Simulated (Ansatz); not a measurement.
Isolated molecules relaxed with PBE0-D4/def2-TZVP in Ansatz; ΔE leaves out vibrations. CBS: MP2 limit from def2 TZ/QZ plus the TZ coupled-cluster correction, frozen cores. Each species was taken in one conformer, which may not be the lowest.

Reaction (isomerisation): `[CH3][Al]([OH])[SiH2]F` → `F[CH2][AlH][O][SiH3]`

```tsv
species	MP2/def2-QZVPP energy (Eh)
`[CH3][Al]([OH])[SiH2]F`	-747.72155
`F[CH2][AlH][O][SiH3]`	-747.66790
```

Q: Work out ΔE.

A: ΔE = (-747.66790) − (-747.72155) = 0.05365 Eh = +33.7 kcal/mol. CCSD(T)/CBS gives +33.2 kcal/mol.

Largest T1 diagnostic among the species: 0.012.

In def2-TZVPP, CCSD(T) changes the Hartree–Fock value by +6.5 kcal/mol (the triples alone add +0.7 kcal/mol) and MP2 by +7.5 kcal/mol. From PBE to PBE0 (25 % exact exchange), in def2-TZVPP and without D4, ΔE moves by −0.9 kcal/mol.
